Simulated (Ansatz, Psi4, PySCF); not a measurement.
C2H2Cl (SMILES C=[C]Cl), doublet (typed; the unrestricted solution is spin-contaminated), at a GFN2-xTB geometry. Base run: MP2/def2-SVP (PySCF).

The PySCF input:
```python
from pyscf import gto, scf, mp

mol = gto.Mole()
mol.atom = '''
    C     0.10210539    0.67520826    0.00485216
    C     1.34731481    1.04507097    0.01187153
    Cl   -0.73486159   -0.75123729   -0.00767688
    H     2.19266263    0.35806744    0.01041576
    H     1.60346329    2.09129104    0.01974902
'''
mol.basis = 'def2-svp'
mol.spin = 1
mol.verbose = 3
mol.build()

mf = scf.UHF(mol)
mf.kernel()

pt = mp.MP2(mf)
pt.kernel()
print('E(MP2) = %.10f' % pt.e_tot)
```

The same geometry, method and basis name were run in Ansatz (a quantum-chemistry and plane-wave program) and Psi4 and PySCF, at each program's defaults and at the settings that a row names. The base is PySCF at its defaults. Differences at the defaults can come from grids, fitting, cores and function types together.

```csv
code and settings,ΔE vs base (mEh),basis functions,E (Eh),SCF cycles
"PySCF, defaults (exact integrals, spherical functions, all electrons correlated)",0.000,56,-536.47894,16
"Psi4, defaults (density fitting with its default set, spherical functions, all electrons correlated)",0.180,56,-536.47876,17
"Ansatz, defaults (factorised integrals, spherical functions, frozen core)",14.360,56,-536.46458,-
"PySCF, frozen core",14.356,56,-536.46459,16
"Psi4, exact integrals, spherical functions, frozen core",14.356,56,-536.46459,17
"Ansatz, high accuracy, frozen core",14.356,56,-536.46459,-
```

Open shells are given as the SCF converged; they aren't shown to be the lowest states, and a large step between rows can be another state.
